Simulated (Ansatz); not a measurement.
A nudged elastic band was laid between two geometries of CH7FOSi2 (12 atoms, charge 0, multiplicity 1).

Theory: RKS PBE-D4/def2-mTZVP in Ansatz 0.2.0.

```
movable images  : 7
climbing image  : yes
spring          : 5.0 eV/Å²
optimiser       : quadratic models (default)
start path      : through a guess of the saddle point
force threshold : 0.05 eV/Å
iteration limit : 60
end points      : relaxed
```

Initial state:

```xyz
12
Properties=species:S:1:pos:R:3
O -1.831 -0.174 2.015
C -1.343 0.175 0.706
Si 0.532 -0.184 0.519
Si 1.338 0.226 -1.656
F 1.064 1.793 -2.050
H -1.744 -1.141 2.114
H -1.924 -0.322 -0.094
H -1.521 1.255 0.595
H 0.754 -1.646 0.803
H 1.311 0.606 1.526
H 0.629 -0.620 -2.670
H 2.811 -0.025 -1.774
```

Final state:

```xyz
12
Properties=species:S:1:pos:R:3
O -1.869 -0.325 1.959
C -1.399 -0.122 0.614
Si 0.510 0.094 0.555
Si 1.301 0.317 -1.655
F 2.929 0.484 -1.659
H -1.493 -1.166 2.281
H -1.733 -0.931 -0.062
H -1.887 0.800 0.263
H 1.124 -1.128 1.179
H 0.908 1.288 1.368
H 0.719 1.524 -2.328
H 0.967 -0.889 -2.481
```

Q: What changes between the two ends?

A: No bond is made or broken. The dihedral H10–Si3–Si4–F5 goes from -65 to 58°.

Q: Give the energies along the band, and the barrier.

A: The run converged. The highest image is number 4 of 0 to 8, 1.0 kcal/mol above the first end and 0.5 kcal/mol above the last; the last end lies 0.5 kcal/mol above the first. A vibrational analysis at the climbing image gives no mode beyond 40i cm⁻¹: the surface is too flat there to confirm a saddle point.

```
image  path coordinate (Å)  energy (kcal/mol)  dihedral H10–Si3–Si4–F5 (°)
    0                 0.00                0.0                          -65
    1                 0.58                0.1                          -50
    2                 1.15                0.5                          -35
    3                 1.73                0.8                          -19
    4                 2.31                1.0                           -3
    5                 2.87                0.9                           13
    6                 3.44                0.8                           29
    7                 4.00                0.6                           44
    8                 4.57                0.5                           58
```

Q: What is the geometry of the highest image?

A: 
```xyz
12
Properties=species:S:1:pos:R:3:forces:R:3
O -1.894 -0.283 1.942 0.01 -0.01 0.00
C -1.374 -0.056 0.620 0.03 0.00 -0.01
Si 0.545 -0.008 0.574 -0.03 0.00 0.01
Si 1.311 0.294 -1.643 0.01 0.01 0.00
F 2.181 1.676 -1.755 -0.01 -0.02 0.00
H -1.599 -1.168 2.229 0.00 0.00 0.00
H -1.766 -0.795 -0.106 0.00 0.00 0.00
H -1.767 0.923 0.306 -0.01 0.00 0.01
H 1.050 -1.317 1.116 0.00 0.00 0.00
H 1.058 1.093 1.452 0.00 0.00 0.00
H 0.150 0.418 -2.586 0.00 0.00 -0.01
H 2.181 -0.832 -2.115 0.00 0.00 0.00
```

The run took 3.9 min on 2 threads of Arm Neoverse N1, with other jobs on the host, peak memory 0.17 GiB.
